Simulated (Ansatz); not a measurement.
Born–Oppenheimer molecular dynamics of ClGeH5 (7 atoms, charge 0, multiplicity 1). It starts at the highest image of a converged band. Of that band: Neighbouring images differ by up to 1.3 eV, so the band resolves the path poorly. A vibrational analysis at the climbing image gives 2 clearly imaginary modes (1034i, 128i cm⁻¹): a point of higher order. A lower path may pass nearby, or the ends, which weren't checked, may share the extra mode.

All numbers below come from RKS PBE0-D4/def2-SVP in Ansatz 0.2.0.

- ensemble: NVE (velocity Verlet)
- time step: 0.5 fs
- steps asked: 200
- starting velocities drawn for: 300 K
- seed: 10202

First frame:

```xyz
7
Properties=species:S:1:pos:R:3
Ge -0.196 0.000 -0.091
H 0.042 0.000 1.739
H 1.356 0.000 0.014
H -0.611 1.329 -0.718
H -0.611 -1.329 -0.718
Cl -2.492 0.000 1.116
H -0.859 0.000 1.745
```

(1) How far do the bonds stretch over the last three quarters of this one trajectory? (Pairs bonded in most of those frames.)

## Answers

(1) 
| bond | mean (Å) | spread (Å) | shortest | longest |
| --- | --- | --- | --- | --- |
| Ge1–H2 | 1.581 | 0.124 | 1.38 | 1.75 |
| Ge1–H3 | 1.548 | 0.029 | 1.50 | 1.62 |
| Ge1–H4 | 1.538 | 0.024 | 1.50 | 1.58 |
| Ge1–H5 | 1.538 | 0.007 | 1.52 | 1.55 |
| Cl6–H7 | 1.319 | 0.089 | 1.18 | 1.44 |

Mean temperature of the second half: 2391 K. The conserved energy stayed within 0.67 meV per atom of its start (net change 0.4 meV per atom), so the integration is sound. The kinetic energy rose, since the run started high on the potential surface and went downhill. It ends in pieces (ClH + GeH4), so much of that is their flight and rotation, not heat. A run of 0.1 ps of so small a system gives no equilibrium averages. The orbitals stay closed-shell, which can raise the energy where a bond breaks towards radicals; this wasn't checked here.

Time of the run: 3.2 min on 1 thread of AMD EPYC 9R45 96-Core Processor (Zen 5) (shared host), peak memory 0.19 GiB.
